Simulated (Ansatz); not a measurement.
The molecule GeS, closed-shell singlet (the spin of the measured ground state). No spin–orbit coupling. Ge is treated without relativity.

| level | bond energy D_e (eV) |
|---|---|
| SVWN5/def2-TZVPP | 6.902 |
| PBE/def2-TZVPP | 6.001 |
| r2SCAN/def2-TZVPP | 5.821 |
| B97M-V/def2-TZVPP | 5.979 |
| B3LYP/def2-TZVPP | 5.631 |
| PBE0/def2-TZVPP | 5.656 |
| CAM-B3LYP/def2-TZVPP | 5.506 |
| wB97X-V/def2-TZVPP | 5.750 |
| wB97M-V/def2-TZVPP | 5.725 |
| B2PLYP/def2-TZVPP | 5.697 |
| CCSD/def2-TZVPP | 5.209 |
| CCSD/def2-QZVPP | 5.381 |
| CCSD(T)/def2-TZVPP | 5.527 |
| CCSD(T)/CBS(def2-TZVPP, def2-QZVPP) | 5.866 |

The rows run from 5.209 (CCSD/def2-TZVPP) to 6.902 eV (SVWN5/def2-TZVPP). The 10 functionals in def2-TZVPP without D3 or D4 span 1.397, from CAM-B3LYP to SVWN5.

D_e counts from the fitted minimum to each atom's lowest state at the same level, without counterpoise. The singlet is restricted.

Correlated levels freeze the inner cores; with def2 sets outer-core shells near the valence are correlated too. CBS: X⁻³ extrapolation of the correlation energy, Hartree–Fock from the larger set.

Programs: Ansatz (Gaussian orbitals).

Ansatz is a program for electronic structure.
